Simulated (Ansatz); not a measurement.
`C=[N][AlH][SH]` + H₂ → `[AlH2][SH]` + `C=N` at 400 K and 1 bar (hydrogenolysis of the Al–N bond).

Computed with Ansatz on PBE0-D4/def2-TZVP structures; ΔE is electronic, products minus reactants. CBS: MP2 limit from def2 TZ/QZ plus the TZ coupled-cluster correction, frozen cores. This one scheme is used for every species. One conformer a species, not always the lowest.

```tsv
species	CCSD(T)/CBS energy (Eh)	H − E (kJ/mol)	S (J/(mol·K))
`C=[N][AlH][SH]`	-734.98690	151.9	365.0
H₂	-1.17544	38.0	139.0
`[AlH2][SH]`	-641.61836	79.4	287.5
`C=N`	-94.52360	119.4	238.9
```

H − E and S are ideal-gas, rigid-rotor, harmonic terms from PBE0-D4/def2-TZVP, for one conformer and one mirror image of each species. The MP2-based limit puts H₂ 0.8 mEh under its directly extrapolated value; such offsets cancel only in part. 1 Eh = 2625.50 kJ/mol, R = 8.31446 J/(mol·K).

By hand: ΔE, ΔH, ΔS and ΔG.

ΔE = (-641.61836) + (-94.52360) − (-734.98690) − (-1.17544) = 0.02038 Eh = 53.5 kJ/mol. Δ(H − E) = 79.4 + 119.4 − 151.9 − 38.0 = 8.9, so ΔH = 62.4 kJ/mol. ΔS = 287.5 + 238.9 − 365.0 − 139.0 = 22.4 J/(mol·K). ΔG = 62.4 − 400 × (22.4)/1000 = 53.4 kJ/mol.

By hand: the equilibrium constant, and the temperature at which ΔG would vanish if ΔH and ΔS stayed fixed.

log₁₀ K = −ΔG/(RT ln 10) = -7.0. ΔG = 0 at ΔH/ΔS = 2786 K, far beyond where these terms or the molecules hold.

ΔH outweighs TΔS. A doubt of 5 kJ/mol in ΔE shifts log₁₀ K by 0.7 here. Other conformers and mirror images would add mixing entropy, several J/(mol·K) or more a flexible species. These are equilibria of isolated gas molecules and say nothing of rates. Largest T1 diagnostic: 0.013 (customary marks: 0.02 for closed shells, 0.045 for open ones).
